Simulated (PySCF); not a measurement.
Cl₂H₄N₂Sn. Atoms are numbered in the order given.

```xyz
9

N      0.3374     1.6355    -1.4429
Sn     0.0000     0.0000    -0.2603
N     -0.3374    -1.6355    -1.4429
Cl     1.9173    -0.1375     1.1354
Cl    -1.9173     0.1375     1.1354
H     -0.5558     1.9738    -1.8309
H      0.7158     2.3988    -0.8629
H      0.5558    -1.9738    -1.8309
H     -0.7158    -2.3988    -0.8629
```

Geometry optimised at PBE-D3(BJ)/def2-SVP. The structure was generated by enumeration; whether it is a known compound was not checked. The def2 effective core potentials stand for the cores of Sn; spin–orbit coupling is left out. The values are those of a single conformer.

Computed with PBE-D3(BJ)/def2-SVP (PySCF).

Frequencies are harmonic and unscaled.

Estimate the vibrational spectrum. (The exact figures need the calculation; the answer reports its results.)


```json
[
 {"mode": "1", "ν (cm⁻¹)": "85", "IR (km/mol)": "8.7", "moving atoms (share of kinetic energy)": "Cl 64 %, N 18 %, H 13 %"},
 {"mode": "2", "ν (cm⁻¹)": "103", "IR (km/mol)": "19.0", "moving atoms (share of kinetic energy)": "H 84 %, Cl 8 %"},
 {"mode": "3", "ν (cm⁻¹)": "112", "IR (km/mol)": "0.1", "moving atoms (share of kinetic energy)": "N 52 %, Cl 28 %, H 19 %"},
 {"mode": "4", "ν (cm⁻¹)": "134", "IR (km/mol)": "0.2", "moving atoms (share of kinetic energy)": "N 36 %, H 28 %, Cl 18 %, Sn 17 %"},
 {"mode": "5", "ν (cm⁻¹)": "138", "IR (km/mol)": "26.4", "moving atoms (share of kinetic energy)": "N 37 %, Cl 26 %, Sn 19 %, H 18 %"},
 {"mode": "6", "ν (cm⁻¹)": "146", "IR (km/mol)": "10.7", "moving atoms (share of kinetic energy)": "N 48 %, H 20 %, Sn 18 %, Cl 14 %"},
 {"mode": "7", "ν (cm⁻¹)": "224", "IR (km/mol)": "22.4", "moving atoms (share of kinetic energy)": "H 69 %, N 28 %"},
 {"mode": "8", "ν (cm⁻¹)": "344", "IR (km/mol)": "25.8", "moving atoms (share of kinetic energy)": "Cl 83 %, Sn 14 %"},
 {"mode": "9", "ν (cm⁻¹)": "365", "IR (km/mol)": "66.1", "moving atoms (share of kinetic energy)": "Cl 72 %, Sn 28 %"},
 {"mode": "10", "ν (cm⁻¹)": "538", "IR (km/mol)": "98.0", "moving atoms (share of kinetic energy)": "N 83 %, H 9 %, Sn 8 %"},
 {"mode": "11", "ν (cm⁻¹)": "555", "IR (km/mol)": "85.0", "moving atoms (share of kinetic energy)": "N 75 %, H 16 %, Sn 10 %"},
 {"mode": "12", "ν (cm⁻¹)": "669", "IR (km/mol)": "52.2", "moving atoms (share of kinetic energy)": "H 75 %, N 18 %"},
 {"mode": "13", "ν (cm⁻¹)": "674", "IR (km/mol)": "81.0", "moving atoms (share of kinetic energy)": "H 83 %, N 16 %"},
 {"mode": "14", "ν (cm⁻¹)": "860", "IR (km/mol)": "17.8", "moving atoms (share of kinetic energy)": "H 91 %"},
 {"mode": "15", "ν (cm⁻¹)": "866", "IR (km/mol)": "14.4", "moving atoms (share of kinetic energy)": "H 91 %, N 8 %"},
 {"mode": "16", "ν (cm⁻¹)": "1482", "IR (km/mol)": "23.3", "moving atoms (share of kinetic energy)": "H 92 %, N 8 %"},
 {"mode": "17", "ν (cm⁻¹)": "1484", "IR (km/mol)": "1.3", "moving atoms (share of kinetic energy)": "H 92 %"},
 {"mode": "18", "ν (cm⁻¹)": "3399", "IR (km/mol)": "34.0", "moving atoms (share of kinetic energy)": "H 96 %"},
 {"mode": "19", "ν (cm⁻¹)": "3400", "IR (km/mol)": "10.5", "moving atoms (share of kinetic energy)": "H 96 %"},
 {"mode": "20", "ν (cm⁻¹)": "3502", "IR (km/mol)": "10.8", "moving atoms (share of kinetic energy)": "H 92 %, N 8 %"},
 {"mode": "21", "ν (cm⁻¹)": "3502", "IR (km/mol)": "22.6", "moving atoms (share of kinetic energy)": "H 92 %, N 8 %"}
]
```
